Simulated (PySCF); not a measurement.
# Run times: neodymium in x2c-SVPall-2c with one added diffuse shell each of s, p, d, f type

Measured wall times of calculations with PySCF 2.14 in x2c-SVPall-2c with one added diffuse shell each of s, p, d, f type (8s11p10d4f1g, 128 functions), with two-component X2C-1e, run from one Python driver. Hardware: 1 thread of Intel(R) Xeon(R) Platinum 8488C on a shared host, 3 GiB allowed. The two-electron integrals over 128 functions were computed once and kept in memory (13 CPU seconds with the set-up); the times below exclude them.

Launch command (the driver calls PySCF for each step listed in the task file):

```bash
OMP_NUM_THREADS=1 python sorun2.py TASK.json OUT
```

```json
{"species": "Nd [Xe] 4f4 6s2", "step": "GHF, spin-free", "iterations": "12", "wall time (s)": "14"}
{"species": "Nd [Xe] 4f4 6s2", "step": "GMP2 (32 electrons), spin-free", "iterations": "", "wall time (s)": "5.7"}
{"species": "Nd [Xe] 4f4 6s2", "step": "GMP2 (32 electrons), screened spin-orbit", "iterations": "", "wall time (s)": "4.5"}
{"species": "Nd⁺ [Xe] 4f4 6s1", "step": "GHF, spin-free", "iterations": "11", "wall time (s)": "13"}
{"species": "Nd⁺ [Xe] 4f4 6s1", "step": "GMP2 (31 electrons), spin-free", "iterations": "", "wall time (s)": "4.3"}
{"species": "Nd⁺ [Xe] 4f4 6s1", "step": "GHF, screened spin-orbit", "iterations": "14", "wall time (s)": "71"}
{"species": "Nd⁺ [Xe] 4f4 6s1", "step": "GMP2 (31 electrons), screened spin-orbit", "iterations": "", "wall time (s)": "4.2"}
```

**Question.** Roughly how long does GHF, screened spin-orbit take for Nd [Xe] 4f4 6s2 here?

**Answer.** About 71 s.

Peak memory of the process: 0.74 GiB. Times on a shared host vary from run to run.
